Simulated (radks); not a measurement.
In12+, configuration [Kr] 4d1.

All-electron calculation, Dirac Kohn-Sham, LDA (Slater exchange, Perdew-Wang correlation), spin-unpolarised, spherical densities, finite nucleus; open shells fill j = l - 1/2 first; Fermi nuclear charge, rms radius 4.6156 fm. Program: a radial shooting solver on a logarithmic mesh with Libxc functionals.

Energy parts (eV):
| part | energy |
|---|---|
| total | -158661.084 |
| kinetic | 166757.757 |
| electron-nucleus | -375534.446 |
| Hartree | 54073.423 |
| exchange-correlation | -3957.818 |

Orbitals (lengths in bohr, moments of r in powers of bohr; r(90%) holds 90 % of the orbital's charge):
[
 {"orbital": "1s1/2", "occ.": "2", "eigenvalue (eV)": "-27963.43", "r(90%)": "0.0534", "<r^4>": "3.731e-06", "<1/r>": "51.80", "small-component weight": "3.23e-02"},
 {"orbital": "2s1/2", "occ.": "2", "eigenvalue (eV)": "-4411.123", "r(90%)": "0.199", "<r^4>": "0.0006511", "<1/r>": "11.99", "small-component weight": "6.81e-03"},
 {"orbital": "2p1/2", "occ.": "2", "eigenvalue (eV)": "-4133.856", "r(90%)": "0.178", "<r^4>": "0.0004205", "<1/r>": "11.98", "small-component weight": "6.83e-03"},
 {"orbital": "2p3/2", "occ.": "4", "eigenvalue (eV)": "-3923.278", "r(90%)": "0.185", "<r^4>": "0.0004908", "<1/r>": "11.19", "small-component weight": "6.54e-03"},
 {"orbital": "3s1/2", "occ.": "2", "eigenvalue (eV)": "-1041.400", "r(90%)": "0.512", "<r^4>": "0.02917", "<1/r>": "4.239", "small-component weight": "1.97e-03"},
 {"orbital": "3p1/2", "occ.": "2", "eigenvalue (eV)": "-929.5951", "r(90%)": "0.509", "<r^4>": "0.02829", "<1/r>": "4.152", "small-component weight": "1.91e-03"},
 {"orbital": "3p3/2", "occ.": "4", "eigenvalue (eV)": "-891.1532", "r(90%)": "0.525", "<r^4>": "0.03190", "<1/r>": "3.958", "small-component weight": "1.83e-03"},
 {"orbital": "3d3/2", "occ.": "4", "eigenvalue (eV)": "-693.4534", "r(90%)": "0.504", "<r^4>": "0.02712", "<1/r>": "3.809", "small-component weight": "1.72e-03"},
 {"orbital": "3d5/2", "occ.": "6", "eigenvalue (eV)": "-685.5115", "r(90%)": "0.509", "<r^4>": "0.02815", "<1/r>": "3.759", "small-component weight": "1.70e-03"},
 {"orbital": "4s1/2", "occ.": "2", "eigenvalue (eV)": "-351.1880", "r(90%)": "1.13", "<r^4>": "0.7089", "<1/r>": "1.775", "small-component weight": "6.10e-04"},
 {"orbital": "4p1/2", "occ.": "2", "eigenvalue (eV)": "-311.7842", "r(90%)": "1.18", "<r^4>": "0.8313", "<1/r>": "1.691", "small-component weight": "5.68e-04"},
 {"orbital": "4p3/2", "occ.": "4", "eigenvalue (eV)": "-303.3257", "r(90%)": "1.21", "<r^4>": "0.9135", "<1/r>": "1.635", "small-component weight": "5.48e-04"},
 {"orbital": "4d3/2", "occ.": "1", "eigenvalue (eV)": "-238.2280", "r(90%)": "1.32", "<r^4>": "1.286", "<1/r>": "1.470", "small-component weight": "4.60e-04"},
 {"orbital": "4d5/2", "occ.": "0", "eigenvalue (eV)": "-236.7116", "r(90%)": "1.33", "<r^4>": "1.319", "<1/r>": "1.458", "small-component weight": "4.56e-04"}
]

The highest occupied level is 4d3/2 at -238.23 eV. The density falls to 0.001 e/bohr^3 at r = 2.00 bohr.

Run on one thread of a shared host, so times are rough (Arm Neoverse V2): 0.09 s of CPU time, 0.09 s wall, 14 iterations on 2189 mesh points.
